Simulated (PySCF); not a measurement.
H3O4Si, SMILES [O][Si](O)(O)O (connectivity only; charge and spin as stated), charge -1, multiplicity 1.

Coordinates come from a B3LYP-D3(BJ)/def2-SVPD optimisation. The multiplicity is an assumed one; other spin states were not compared. The isomer is the one that the SMILES or the coordinates give; other isomers of the formula were not compared. The values are those of a single conformer.

These are PySCF with PBE/def2-SVPD values and carry that method's errors.

total energy: -591.67802 hartree
point group: C3
highest occupied level: -0.56 eV
lowest empty level: 3.27 eV
orbital gap: 3.83 eV
dipole moment about the centre of nuclear charge: 0.90 D
mean static polarisability: 55.9 bohr³ (8.29 Å³)
polarisability, principal values: 55.2, 56.3, 56.3 bohr³
